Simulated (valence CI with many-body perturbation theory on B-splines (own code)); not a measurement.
Values are calculated unless marked as measured or tabulated.
# Tm¹⁹⁺: magnetic and hyperfine properties of the levels

Method: valence CI with perturbative core correlation (CI+MBPT): four valence electrons over a frozen Dirac-Fock core [Kr] 4d10, radial functions for each j: 7 s, 7 p, 7 d, 7 f, 4 g, 2 h, with the one-electron correlation potential Σ1 (screened to all orders), the two-electron term Σ2, the three-electron term Σ3, Breit, model QED; selected single and double excitations, second order for the rest, scaled by the run's own slope (own B-spline code, finite nucleus).

No measured levels were compared; by estimate terms of the open shell hold to a few per cent of their energy, and close levels can change places.

A/g_I is the dipole constant over the nuclear g factor μ/I (μ in nuclear magnetons, uniformly magnetised nucleus), B/Q the quadrupole constant per barn. Both hold the static response of the core; the bare values leave it out. Large factors of s and p1/2 electrons are usually good to 5 to 10 %; those of open d and f shells near neutrality can be off by tens of per cent, and small factors of p3/2, d and f electrons come from cancelling terms and can be off by a factor of two or in sign, in half-filled shells by more. B is blank for J = 1/2, where it vanishes, and for nearly pure S terms. Energies count from the lowest level. Levels with J = 0 are left out.

Names give the largest LS component (configuration and term), which can be under half, so a name can repeat, a term be missing and a line seem to break the LS rules; names also repeat where a configuration has a term twice. Letters in brackets count levels of one name in rising energy.

```
       Level  E (cm⁻¹)      g  A/g_I (MHz)  A/g_I bare  B/Q (MHz/b)  B/Q bare
    4f4 5I_4       0.0  0.619         2990        2580        -1260     -1060
    4f4 5I_5      7110  0.904         2070        2020        -1120      -968
    4f4 5I_6     13953  1.064         1570        1730        -1050      -926
    4f4 5I_7     20304  1.160         1300        1600         -991      -888
    4f4 5I_8     26185  1.221         1150        1530         -931      -854
    4f4 5F_2     29599  1.013         2120        2290         1220      1050
    4f4 5F_1     29948  0.070         5470        4490          431       369
4f4 5F_4 [a]     34453  1.082         1750        1990        -1780     -1540
    4f4 5F_3     34564  1.205         1210        1580          306       251
    4f4 5S_2     36795  1.813         -843         288         -149      -149
4f4 3K_6 [a]     39636  0.868         2190        2100          350       318
    4f4 5G_2     39698  0.472         3530        2930         -759      -640
    4f4 5G_3     41592  0.894         2220        2190          235       220
    4f4 5F_5     42715  1.290          860        1320         -173      -190
4f4 5F_4 [b]     42723  1.179         1160        1460         1140       975
4f4 3K_7 [a]     42915  0.973         1880        1930         1330      1130
4f4 3L_8 [a]     46963  1.035         1700        1840         2330      1960
4f4 3H_5 [a]     50969  1.211         1010        1350          938       789
    4f4 5G_4     51286  1.055         1630        1800         -316      -265
4f4 3G_3 [a]     53302  0.840         2240        2110        -1310     -1120
4f4 3D_2 [a]     53415  1.175         1230        1540         1060       918
4f4 3P_1 [a]     57602  1.028         2080        2280        -87.4     -81.4
    4f4 5G_5     58609  1.167         1290        1600         -496      -433
    4f4 3L_7     58832  0.939         1850        1830         1160      1010
    4f4 5G_6     59675  1.257          892        1290         -606      -565
4f4 3L_8 [b]     60477  0.985         1820        1880         2550      2190
4f4 1D_2 [a]     60830  1.010         1430        1460         -575      -512
    4f4 3L_9     61596  1.060         1600        1770         3890      3310
4f4 3K_8 [a]     61727  1.023         1620        1710         2240      1910
4f4 3D_3 [a]     62667  1.270          670        1050          948       807
4f4 3F_4 [a]     62993  1.171         1200        1500        -1520     -1320
4f4 3I_5 [a]     64972  0.902         1980        1910          631       528
4f4 3H_6 [a]     65431  1.194         1230        1580         -595      -530
4f4 3G_4 [a]     66770  1.070         1470        1630         -966      -836
4f4 3F_2 [a]     68527  0.715         3240        3060          732       649
    4f4 5D_1     70929  1.421        -93.5         429          837       716
4f4 3I_6 [a]     72079  1.055         1580        1730        -16.6     -20.2
4f4 3I_7 [a]     72783  1.114         1480        1730          556       466
```

(1) Take the isotope of mass number 171, with I = 1/2, μ = -0.23 μN. What is the hyperfine structure of 4f4 5I_5?

## Answers

(1) From the table A = -950 MHz. Shifts from the centre of gravity in MHz: F = 9/2: 2850, F = 11/2: -2380.
